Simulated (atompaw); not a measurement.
u(r) = r·R(r): atom against pseudo-atom (hafnium)

Columns: radius, all-electron u(r) and pseudo u(r) of the 6p shell (level -1.37 eV) of hafnium in the configuration [Kr] 4d10 4f14 5s2 5p6 5d2 6s2 6p0; PBEsol, scalar-relativistic, PAW (atompaw) scheme, atompaw 4.2.0.5.

```json
{"r (bohr)": "0.106", "all-electron": "-0.0425", "pseudo": "-0.0003"}
{"r (bohr)": "0.212", "all-electron": "-0.0322", "pseudo": "-0.0012"}
{"r (bohr)": "0.317", "all-electron": "0.0871", "pseudo": "-0.0024"}
{"r (bohr)": "0.423", "all-electron": "0.1079", "pseudo": "-0.0039"}
{"r (bohr)": "0.529", "all-electron": "0.0461", "pseudo": "-0.0052"}
{"r (bohr)": "0.635", "all-electron": "-0.0402", "pseudo": "-0.0059"}
{"r (bohr)": "0.740", "all-electron": "-0.1151", "pseudo": "-0.0058"}
{"r (bohr)": "0.846", "all-electron": "-0.1667", "pseudo": "-0.0043"}
{"r (bohr)": "0.952", "all-electron": "-0.1925", "pseudo": "-0.0010"}
{"r (bohr)": "1.058", "all-electron": "-0.1957", "pseudo": "0.0045"}
{"r (bohr)": "1.163", "all-electron": "-0.1813", "pseudo": "0.0124"}
{"r (bohr)": "1.269", "all-electron": "-0.1539", "pseudo": "0.0231"}
{"r (bohr)": "1.375", "all-electron": "-0.1176", "pseudo": "0.0367"}
{"r (bohr)": "1.481", "all-electron": "-0.0758", "pseudo": "0.0533"}
{"r (bohr)": "1.587", "all-electron": "-0.0311", "pseudo": "0.0728"}
{"r (bohr)": "1.692", "all-electron": "0.0143", "pseudo": "0.0947"}
{"r (bohr)": "1.798", "all-electron": "0.0597", "pseudo": "0.1193"}
{"r (bohr)": "1.904", "all-electron": "0.1038", "pseudo": "0.1459"}
{"r (bohr)": "2.010", "all-electron": "0.1460", "pseudo": "0.1741"}
{"r (bohr)": "2.115", "all-electron": "0.1854", "pseudo": "0.2031"}
{"r (bohr)": "2.221", "all-electron": "0.2226", "pseudo": "0.2327"}
{"r (bohr)": "2.327", "all-electron": "0.2572", "pseudo": "0.2623"}
{"r (bohr)": "2.433", "all-electron": "0.2889", "pseudo": "0.2911"}
{"r (bohr)": "2.538", "all-electron": "0.3177", "pseudo": "0.3183"}
{"r (bohr)": "2.644", "all-electron": "0.3440", "pseudo": "0.3441"}
{"r (bohr)": "2.750", "all-electron": "0.3677", "pseudo": "0.3677"}
```

Task: How many radial nodes do the two functions have?

Result: The all-electron 6p function has n − l − 1 = 4 (the table is too coarse to show those close to the nucleus); the pseudo-wave has 1, since 1 lower shell of the same l stays in the valence.

Task: Is the pseudo-wave norm-conserving?

Result: No, it belongs to a PAW set: the norm inside the radius is not constrained, and the difference is carried by the augmentation charge.
